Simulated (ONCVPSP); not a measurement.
Before and after: ONCV potential for Co (Z = 27)

| Quantity | Value |
| --- | --- |
| Element | cobalt (Co) |
| Generator | ONCVPSP 4.0.1 |
| Type | optimised norm-conserving Vanderbilt (ONCV) |
| Functional | LDA (Perdew-Zunger) |
| Relativity | fully relativistic |
| Frozen core | [Ne] |
| Valence charge | 17 |
| Reference configuration | 3s2 3p6 3d7 4s2 |
| Partial waves | 3s+4s: rc 1.25 bohr, ncon 4, nbas 8, qcut 10.2 1/bohr, 2 projectors; 3p: rc 0.85 bohr, ncon 4, nbas 8, qcut 7.9 1/bohr, 2 projectors, debl 2.6 Ha; 3d: rc 1.70 bohr, ncon 4, nbas 9, qcut 11 1/bohr, 2 projectors, debl 2.4 Ha |
| Local potential | polynomial inside 0.85 bohr (lpopt 5, dvloc0 0 Ha) |
| Core correction | none |

Open shells are filled in proportion to 2j + 1.

Change: d: rc 2.12.

Cutoffs: the cutoffs (Ha) at which the residual kinetic energy of the hardest occupied pseudo-wave falls to 1 and 0.1 mHa per electron; they do not see the model core or the augmentation charge, which bear on the density cutoff. Errors are all-electron minus pseudo energies relative to the spin-unpolarised reference configuration.

**Question.** How do hardness, ghosts and transferability respond?

**Answer.** The potential gets neither clearly harder nor softer (41 Ha and 148 Ha → 38 Ha and 148 Ha); of the 4 tests that both files solve, the error grows in 4 and shrinks in 0 by more than 15 % and 0.3 meV (median size 26.2 → 51.7 meV); neither file shows a bound ghost. More of the atom is replaced by a form fitted at one configuration, so other configurations suffer.

```csv
quantity,base,changed
"cutoff, loose",41 Ha,38 Ha
"cutoff, tight",148 Ha,148 Ha
loose cutoff by channel,"s 35 Ha, p 37 Ha, d 41 Ha","s 35 Ha, p 37 Ha, d 38 Ha"
bound ghosts,none,none
GHOST(+) flags under 300 eV,none,none
"error for 3s2 3p6 3d7 4s1, meV [ΔE 9.30 eV]",+2.2,+3.1
"error for 3s2 3p6 3d7 4s0, meV [ΔE 26.38 eV]",+11,+16
"error for 3s2 3p6 3d6 4s0, meV [ΔE 62.57 eV]",+41,+88
"error for 3s2 3p6 3d6 4s2 4p1, meV [ΔE 9.77 eV]",+80,+147
s: phases at 1.27 bohr within 0.05 rad from the reference energy up to (Ha; the scan ends near 5),to the end of the scan,to the end of the scan
p3/2: phases at 0.86 bohr within 0.05 rad from the reference energy up to (Ha; the scan ends near 5),to the end of the scan,to the end of the scan
p1/2: phases at 0.86 bohr within 0.05 rad from the reference energy up to (Ha; the scan ends near 5),to the end of the scan,to the end of the scan
```
